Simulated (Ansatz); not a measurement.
Z-matrix (Å, degrees):
```
C
C 1 1.511
H 1 1.095 2 110.9
H 1 1.092 2 110.6 3 -120.8
H 1 1.093 2 110.6 3 119.2
O 2 1.420 1 112.3 3 64.9
H 2 1.097 1 110.1 3 -59.1
H 2 1.094 1 110.3 3 -177.3
Ga 6 1.758 2 121.9 1 -68.0
F 9 1.745 6 119.4 2 -6.2
Cl 9 2.105 6 122.1 2 175.1
```

Charge 0, multiplicity 1.

List the PBE0/def2-TZVPP orbital energies in eV (Ansatz 0.2.0). (An estimate is asked.)

The calculation gave: Occupied: -10148.43, -2767.73, -1254.17, -1110.39, -1110.26, -1110.24, -673.18, -523.07, -279.76, -278.18, -259.56, -197.85, -197.72, -197.70, -152.66, -105.70, -105.44, -105.38, -32.10, -28.52, -25.02, -24.71, -24.67, -24.59, -24.36, -22.75, -21.15, -17.52, -14.31, -13.35, -13.08, -12.25, -11.64, -11.49, -11.17, -10.84, -10.65, -9.81, -9.61, -8.85, -8.54. Lowest empty: -1.45, -0.64, 1.34, 1.86, 2.25, 2.81, 3.05, 3.34.
